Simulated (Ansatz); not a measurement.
The same silylene extrusion along the group F, Cl, Br.

Isolated molecules relaxed with PBE0-D4/def2-TZVP in Ansatz; ΔE leaves out vibrations. CCSD(T)/CBS is the MP2 limit (def2-TZVPP, def2-QZVPP) plus CCSD(T) − MP2 in def2-TZVPP, frozen cores. This one scheme is used for every species. DFT in def2-TZVPP. For Br outer-core shells are correlated without core-valence functions, which leaves a few kJ/mol of doubt a bond. Scalar relativity is left out up to krypton.

```tsv
reaction	MP2/CBS(def2) (kJ/mol)	CCSD(T)/def2-SVP (kJ/mol)	B97M-V (kJ/mol)	CCSD(T)/CBS(def2) (kJ/mol)
`C[SiH](F)F` → H–F + `C[Si]F`	368	336	362	353
`C[SiH](Cl)Cl` → HCl + `C[Si]Cl`	317	276	297	295
`C[SiH](Br)Br` → HBr + `C[Si]Br`	312	260	282	289
```

Largest T1 diagnostic: 0.014, for `C[Si]F`.
